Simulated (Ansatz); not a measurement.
A run for Ansatz (a first-principles code): R-CCSD(T)/aug-cc-pVDZ on dimethyl selenide (SMILES C[Se]C). The run froze 16 orbitals, filled d shells among them.

Ansatz 0.2 input:
```yaml
crystal:
  periodic: [false, false, false]
  atoms:
    - {symbol: C, position_ang: [-0.89416439, 1.69410587, -0.20739339]}
    - {symbol: Se, position_ang: [0.59857725, 0.44933573, 0.06816918]}
    - {symbol: C, position_ang: [-0.43148371, -1.20351071, -0.17863480]}
    - {symbol: H, position_ang: [-1.66101380, 1.51309350, 0.54170218]}
    - {symbol: H, position_ang: [-0.49389250, 2.69885104, -0.09093413]}
    - {symbol: H, position_ang: [-1.29244608, 1.57289240, -1.21206378]}
    - {symbol: H, position_ang: [-1.21790498, -1.25642454, 0.57019856]}
    - {symbol: H, position_ang: [0.26169880, -2.03116262, -0.04553532]}
    - {symbol: H, position_ang: [-0.84589694, -1.23098117, -1.18372368]}
basis:
  gaussian:
    orbitals: aug-cc-pVDZ
magnetization: {spin_polarized: false}
correlation: {method: ccsd_t, electrons: outside_noble_gas}
scf: {lower_state_search: off}
```

Task: Give the final energy of this run.

Result: -2479.5406 hartree (reference determinant -2479.0434, T1 diagnostic 0.010).

Task: How many basis functions does it have, and what does it roughly cost on one machine?

Result: 136 functions; about 9 core-seconds (a rough figure).
